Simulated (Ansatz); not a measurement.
Ideal-gas functions of CHF2NZn, SMILES `N=[C](F)[Zn][F]` at 500 K and 1 bar, from an Ansatz frequency run at PBE0-D4/def2-TZVP.

Molar mass 130.41 g/mol, point group Cs (symmetry number 1), electronic degeneracy 1, moments of inertia 44.029, 282.246, 326.275 u Å². Harmonic wavenumbers (cm⁻¹, unscaled): 96, 118, 248, 327, 460, 658, 719, 883, 979, 1228, 1742, 3557.

Use S(trans) = R[1.5 ln M + 2.5 ln T − 1.1517]; rotational temperatures θ = 24.2544 K / I; S(rot) = R[ln(√π/σ · √(T³/θAθBθC)) + 1.5]; for each mode x = 1.438777 ν̃/T, S = R[x/(eˣ − 1) − ln(1 − e⁻ˣ)] and H = RT x/(eˣ − 1); 1 cm⁻¹ = 0.0119627 kJ/mol; R = 8.31446 J/(mol·K).

**Question.** By hand: the entropy, in J/(mol·K).

**Answer.** Translation 180.3. Rotation: θ = 0.5509, 0.0859, 0.0743 K, giving 118.2. Vibration, mode by mode: 19.04, 17.33, 11.29, 9.12, 6.56, 4.15, 3.61, 2.49, 2.00, 1.13, 0.33, 0.00, in all 77.1. Electronic 0.0. Sum 375.6 J/(mol·K).

**Question.** By hand: H − E and G − E in kJ/mol, counted from the electronic energy.

**Answer.** Zero-point energy ½ × 11015 × 0.0119627 = 65.9; thermal vibration 19.3; translation, rotation and pV give 4 RT = 16.6. H − E = 101.8 kJ/mol, and G − E = 101.8 − 500 × 375.6/1000 = -86.0 kJ/mol.

Vibration gives 21 % of the entropy, 36.4 J/(mol·K) of it from the modes under 150 cm⁻¹: soft modes count most, and the harmonic formula is weakest for them. The sum counts one conformer and one mirror image; others add a mixing term.
